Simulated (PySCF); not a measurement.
C₂H₈FNSi₂, SMILES F[C@H]([SiH3])/N=C\[SiH3]. Atoms are numbered in the order given.

```xyz
14

F      0.0751     0.2291    -1.3307
C      0.8294     0.7249    -0.2329
Si     2.2987    -0.4904     0.0378
N      0.1093     0.8509     0.9635
C     -1.0847     0.4297     1.1292
Si    -2.2770    -0.4298    -0.1028
H      1.1953     1.7226    -0.5362
H      3.2171     0.0561     1.0724
H      1.7212    -1.7894     0.4750
H      3.0223    -0.6510    -1.2532
H     -1.4875     0.5834     2.1463
H     -3.5015    -0.7389     0.6958
H     -2.6664     0.4655    -1.2252
H     -1.7143    -1.7101    -0.6108
```
Charge 0, spin multiplicity 1.

The structure is a stationary point at B3LYP-D3(BJ)/def2-SVP. The structure was generated by enumeration; whether it is a known compound was not checked. The values are those of a single conformer.

These are PySCF with PBE/pcSseg-1 values and carry that method's errors.

GIAO shieldings, no solvent; atoms alike by connectivity are averaged. δ = σ(ref) − σ: ¹⁹F against CFCl3 (σ = 133.6 ppm); ¹³C against TMS (σ = 182.0 ppm); ²⁹Si against TMS (σ = 335.4 ppm); ¹⁵N against NH3 (σ = 267.0 ppm); ¹H against TMS (σ = 31.49 ppm), references at their B3LYP-D3(BJ)/def2-TZVP geometries, non-relativistic.

Computed chemical shifts:
```json
[
 {"nucleus": "¹⁹F", "atoms": "F1", "count": "1", "δ (ppm)": "-196.0"},
 {"nucleus": "¹³C", "atoms": "C5", "count": "1", "δ (ppm)": "165.7"},
 {"nucleus": "¹³C", "atoms": "C2", "count": "1", "δ (ppm)": "114.6"},
 {"nucleus": "²⁹Si", "atoms": "Si3", "count": "1", "δ (ppm)": "-63.6"},
 {"nucleus": "²⁹Si", "atoms": "Si6", "count": "1", "δ (ppm)": "-84.9"},
 {"nucleus": "¹⁵N", "atoms": "N4", "count": "1", "δ (ppm)": "439.3"},
 {"nucleus": "¹H", "atoms": "H11", "count": "1", "δ (ppm)": "8.49"},
 {"nucleus": "¹H", "atoms": "H7", "count": "1", "δ (ppm)": "7.31"},
 {"nucleus": "¹H", "atoms": "H12, H13, H14", "count": "3", "δ (ppm)": "4.44"},
 {"nucleus": "¹H", "atoms": "H8, H9, H10", "count": "3", "δ (ppm)": "4.36"}
]
```
